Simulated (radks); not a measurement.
Trend from B to Tl: ionisation energy by Delta-SCF between NIST ground configurations, and size. Calculated with a radial shooting solver on a logarithmic mesh with Libxc functionals: scalar-relativistic Kohn-Sham, LDA (Slater exchange, Perdew-Wang correlation), spin-unpolarised, spherical densities, point nucleus.

| species | configuration | IE (eV) | NIST (eV) | kind | outermost | <r> outermost (bohr) |
|---|---|---|---|---|---|---|
| B | [He] 2s2 2p1 | 8.321 | 8.298 | exp. | 2p | 2.29 |
| Al | [Ne] 3s2 3p1 | 5.841 | 5.986 | exp. | 3p | 3.44 |
| Ga | [Ar] 3d10 4s2 4p1 | 5.883 | 5.999 | exp. | 4p | 3.38 |
| In | [Kr] 4d10 5s2 5p1 | 5.589 | 5.786 | exp. | 5p | 3.68 |
| Tl | [Hg] 6p1 | 5.403 | 6.108 | exp. | 6p | 3.77 |

Reference values: NIST Atomic Spectra Database (measured). Spin polarisation and multiplet splitting are left out, so open shells lie too high by an amount that depends on their filling. Spin-orbit splitting is averaged out at the scalar-relativistic level. Nuclear size, the Breit interaction and QED, all absent here, shift the 1s and 2s values of heavy ions.

Beside tabulated values, note that spin-unpolarised runs miss the spin-polarisation part of the exchange energy of open shells, and scalar-relativistic runs lack spin-orbit coupling.
